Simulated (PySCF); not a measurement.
How methods differ on the ionisation energy of Dy³⁴⁺

Dy³⁴⁺ [Ar] 3d10 4s2 4p2 [4p1/2^2, M_J = 0] → Dy³⁵⁺ [Ar] 3d10 4s2 4p1 [4p1/2^1, M_J = 1/2], as a difference of total energies. Calculation: PySCF 2.14, in an even-tempered Gaussian basis (17 s from 3.5 bohr⁻², ratio 2.8; 13 p from 4.6 bohr⁻², ratio 2.8; 8 d from 8.1 bohr⁻², ratio 2.8; 4 f from 21 bohr⁻², ratio 3); the two-component X2C-1e Hamiltonian. Correlated levels: [Ne] frozen; the 74 highest virtual spinors dropped. "Screened" scales the spin-orbit matrix elements by Boettger's factors to mimic the two-electron term; Breit and QED terms are absent.

```csv
method,ionisation energy (eV)
GHF (spin-free),1432.2
GMP2 (spin-free),1433.3
GHF (screened spin-orbit),1463.5
GMP2 (screened spin-orbit),1465.2
```

Breit and QED terms and the two-electron picture change are absent.

The spin-free rows relax to the high-spin LS determinant and lack the spin-orbit shift.

The labels give the starting determinants; with spin-orbit coupling the two ends relaxed to ⟨J²⟩ = 0.00, ⟨L²⟩ = 1.36, ⟨S²⟩ = 1.36 and ⟨J²⟩ = 0.75, ⟨L²⟩ = 2.04, ⟨S²⟩ = 0.78.

For comparison: 1468 ± 5 eV (theoretical estimate listed by NIST; NIST Atomic Spectra Database, ionization energies).
